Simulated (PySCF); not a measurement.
Al(F)(OMe)(SeH) (CH₄AlFOSe), SMILES C[O][Al]([F])[SeH].

Geometry: PBE0-D3(BJ)/def2-SVP. Other conformers were not sampled.

Level of theory: TDA-B3LYP/def2-SVPD (PySCF 2.14.0).

Vertical excitations. Isolated molecule, no solvent. State labels are in the subgroup Cs.

Q: List the lowest excited states. (Estimate from the structure and the level; the computed values follow.)

A: 
```json
[
 {"state": "S1", "symmetry": "A\"", "energy (eV)": "5.03", "λ (nm)": "247", "f": "0.051", "main pairs": "HOMO→LUMO 98 %"},
 {"state": "S2", "symmetry": "A\"", "energy (eV)": "5.69", "λ (nm)": "218", "f": "0.004", "main pairs": "HOMO→LUMO+1 98 %"},
 {"state": "S3", "symmetry": "A'", "energy (eV)": "6.18", "λ (nm)": "201", "f": "0.029", "main pairs": "HOMO→LUMO+2 71 %, HOMO−3→LUMO 14 %, HOMO−2→LUMO 11 %"},
 {"state": "S4", "symmetry": "A\"", "energy (eV)": "6.21", "λ (nm)": "200", "f": "0.028", "main pairs": "HOMO−1→LUMO 97 %"},
 {"state": "S5", "symmetry": "A'", "energy (eV)": "6.26", "λ (nm)": "198", "f": "0.016", "main pairs": "HOMO−2→LUMO 86 %"},
 {"state": "S6", "symmetry": "A\"", "energy (eV)": "6.96", "λ (nm)": "178", "f": "0.001", "main pairs": "HOMO→LUMO+3 91 %"},
 {"state": "S7", "symmetry": "A\"", "energy (eV)": "7.04", "λ (nm)": "176", "f": "0.003", "main pairs": "HOMO−2→LUMO+2 98 %"},
 {"state": "S8", "symmetry": "A'", "energy (eV)": "7.12", "λ (nm)": "174", "f": "0.309", "main pairs": "HOMO−3→LUMO 60 %, HOMO−3→LUMO+1 14 %"},
 {"state": "S9", "symmetry": "A\"", "energy (eV)": "7.27", "λ (nm)": "171", "f": "0.000", "main pairs": "HOMO−1→LUMO+1 68 %, HOMO→LUMO+4 27 %"},
 {"state": "S10", "symmetry": "A'", "energy (eV)": "7.27", "λ (nm)": "170", "f": "0.038", "main pairs": "HOMO−1→LUMO+2 42 %, HOMO−2→LUMO+1 38 %, HOMO−3→LUMO+1 10 %"},
 {"state": "T1", "symmetry": "A\"", "energy (eV)": "4.73", "λ (nm)": "262", "f": "0", "main pairs": "HOMO→LUMO 97 %"},
 {"state": "T2", "symmetry": "A\"", "energy (eV)": "5.22", "λ (nm)": "237", "f": "0", "main pairs": "HOMO→LUMO+1 97 %"},
 {"state": "T3", "symmetry": "A'", "energy (eV)": "5.48", "λ (nm)": "226", "f": "0", "main pairs": "HOMO→LUMO+2 94 %"},
 {"state": "T4", "symmetry": "A\"", "energy (eV)": "5.91", "λ (nm)": "210", "f": "0", "main pairs": "HOMO−1→LUMO 95 %"}
]
```
Triplets are in the Tamm–Dancoff approximation.
